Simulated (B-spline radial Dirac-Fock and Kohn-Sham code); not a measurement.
**How the levels of ruthenium move as electrons are removed**

Calculated with a radial finite-basis atomic code, using Dirac-Fock (average of configuration) total-energy differences with a finite nucleus, the Breit interaction including its frequency dependence, and self-energy and vacuum-polarisation corrections. Each ion is free and in its tabulated ground configuration. No correlation.

Reference: Ru²⁸⁺, [Ne] 3s2 3p4, with 1s 23539.1 eV, 2s 4598.3 eV. Shifts from it, in eV (a dash: the subshell is empty, belongs to an open shell averaged over j, or its hole state is left out as unreliable):

```csv
ion,configuration,1s,2s
Ru²⁹⁺,[Ne] 3s2 3p3,+99.8,+86.0
Ru³⁰⁺,[Ne] 3s2 3p2,+201.5,+173.4
Ru³¹⁺,[Ne] 3s2 3p1,+305.0,+262.0
Ru³²⁺,[Ne] 3s2,+410.3,+352.0
Ru³³⁺,[Ne] 3s1,–,–
Ru³⁴⁺,[He] 2s2 2p6,+613.1,+523.3
Ru³⁵⁺,[He] 2s2 2p5,+866.6,+685.7
```
